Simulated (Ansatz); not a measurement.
One change: `O[CH2][Zn][F]` becomes `N[CH2][Zn][F]`.

Ansatz, PBE0-D4/def2-TZVP geometries, multiplicity 1. Each molecule was computed in one conformer, which needn't be the lowest.

Scalar relativity is left out up to krypton.

```csv
property,`O[CH2][Zn][F]`
size of the dipole moment (ωB97M-V/def2-TZVPP) / D,2.55
HOMO–LUMO gap (B3LYP/def2-TZVPP) / eV,6.09
LUMO energy (PBE0/def2-TZVPP) / eV,-0.68
HOMO energy (PBE0/def2-TZVPP) / eV,-7.28
HOMO–LUMO gap (ωB97M-V/def2-TZVPP) / eV,10.32
LUMO energy (ωB97M-V/def2-TZVPP) / eV,0.78
```

**Question.** Give the same properties after the change, and the shifts. (An estimate is asked.)

**Answer.** Ansatz gave: 
```json
{"property": "size of the dipole moment (ωB97M-V/def2-TZVPP) / D", "`N[CH2][Zn][F]`": "3.59", "shift": "1.04"}
{"property": "HOMO–LUMO gap (B3LYP/def2-TZVPP) / eV", "`N[CH2][Zn][F]`": "5.87", "shift": "-0.22"}
{"property": "LUMO energy (PBE0/def2-TZVPP) / eV", "`N[CH2][Zn][F]`": "-0.50", "shift": "0.18"}
{"property": "HOMO energy (PBE0/def2-TZVPP) / eV", "`N[CH2][Zn][F]`": "-6.91", "shift": "0.37"}
{"property": "HOMO–LUMO gap (ωB97M-V/def2-TZVPP) / eV", "`N[CH2][Zn][F]`": "10.24", "shift": "-0.08"}
{"property": "LUMO energy (ωB97M-V/def2-TZVPP) / eV", "`N[CH2][Zn][F]`": "0.99", "shift": "0.21"}
```

With PBE0 the HOMO rises by 0.37 eV and the LUMO rises by 0.18 eV, so the gap narrows by about 0.19 eV. PBE moves the HOMO by 0.45 eV and ωB97M-V by 0.31 eV. Dipoles are sizes alone; their direction can turn.

B3LYP here is the variant with VWN-RPA as its local correlation; programs differ in this.
